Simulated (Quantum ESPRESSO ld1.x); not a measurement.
Question: F, configuration [He] 2s2 2p5. Calculated with ld1.x of Quantum ESPRESSO 7.5: non-relativistic Kohn-Sham, PBE, spin-unpolarised, spherical densities, point nucleus. Some entries of the table are withheld. Estimate them.

| orbital | occ. | eigenvalue (hartree) | <r^2> (bohr^2) | <r> (bohr) |
|---|---|---|---|---|
| 1s | 2 | -24.3517 | 0.04207 | 0.1765 |
| 2s | 2 | -1.09586 | (1) | (2) |
| 2p | 5 | -0.40871 | (3) | 1.105 |

Answer: 
(1) 2s <r^2> (bohr^2): 1.232
(2) 2s <r> (bohr): 1.005
(3) 2p <r^2> (bohr^2): 1.638
